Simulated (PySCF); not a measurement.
# Orbital energies, ionisation energy and electron affinity

Compound: BrClFGeH.
SMILES with atom numbers: `[F:1][Ge@@H:2]([Cl:3])[Br:4]` (hydrogens: H5 on Ge2)

Level: PBE0/def2-SVPD (PySCF). Frontier orbitals with their largest atomic shares (Löwdin; up to four atoms above 4 %):

```csv
orbital,ε (eV),main atoms
HOMO−3,-10.07,"Cl3 79 %, Br4 8 %, Ge2 8 %, F1 4 %"
HOMO−2,-9.79,"Cl3 69 %, Br4 12 %, Ge2 12 %, H5 6 %"
HOMO−1,-9.25,"Br4 85 %, Ge2 8 %"
HOMO,-9.16,?
LUMO,-1.68,"Br4 32 %, Ge2 24 %, Cl3 22 %, H5 14 %"
LUMO+1,-0.35,"Ge2 42 %, Br4 17 %, H5 14 %, Cl3 13 %"
LUMO+2,-0.18,"Ge2 35 %, Cl3 22 %, Br4 21 %, H5 15 %"
```

Question: What vertical ionisation energy does ΔSCF give, and how far is −ε(HOMO) from it?

Answer: ΔSCF: 11.40 eV (1100 kJ/mol; threshold wavelength 109 nm); ⟨S²⟩ of the doublet left behind is 0.756, against 0.75 for a pure doublet. −ε(HOMO) is 9.16 eV, 2.24 eV below it. For the exact functional −ε(HOMO) would equal the first vertical ionisation energy; PBE0 (global hybrid, 25 % exact exchange) falls short of its own ΔSCF value by 20 %.

Question: On which atoms does the HOMO lie?

Answer: Br4 (bromine bonded to Ge) 81 %, Cl3 (chlorine bonded to Ge) 13 %, Ge2 (germanium bonded to Br, Cl, F and H) 5 %, so more than half of it is on one atom. The HOMO−1 lies 0.09 eV lower.

Question: And the vertical electron affinity, the fundamental gap, Mulliken's electronegativity and the hardness (with the factor ½)?

Answer: EA = -0.07 eV by ΔSCF (−ε(LUMO) = 1.68 eV); a negative value means that the added electron isn't bound at this geometry and level, and the number then depends on the basis. IE − EA = 11.47 eV against an orbital gap of 7.48 eV; (IE + EA)/2 = 5.67 eV; (IE − EA)/2 = 5.74 eV. Parr's electrophilicity index (IE + EA)²/[8(IE − EA)] is 1.40 eV.

Question: What total energies stand behind the ΔSCF value?

Answer: E(N) = -5210.34155 Eh and E(N − 1) = -5209.92262 Eh at the same geometry, 0.41893 Eh apart. With one more electron, E(N + 1) = -5210.33886 Eh.

Question: Shift the occupied levels rigidly so that −ε(HOMO) equals the ΔSCF value. What binding energies result?

Answer: The shift is +2.24 eV: HOMO 11.40, HOMO−1 11.49, HOMO−2 12.03, HOMO−3 12.31 eV. A rigid shift is only a rough guide to the deeper ionisations.

Question: With α = 64.1 au, estimate the like-pair dispersion coefficient by London's formula C6 = (3/4)α²I.

Answer: I = 0.4189 Eh, so C6 ≈ 1290 au, a rough estimate.

Question: The lowest singlet excitation (vertical TDDFT, same level) lies at 6.09 eV. How far is it below IE − EA?

Answer: IE − EA = 11.47 eV, so by 5.38 eV.

Geometry: PBE0-D3(BJ)/def2-SVP; no solvent, vibrations or thermal averaging. The calculation is non-relativistic, for germanium and bromine too.
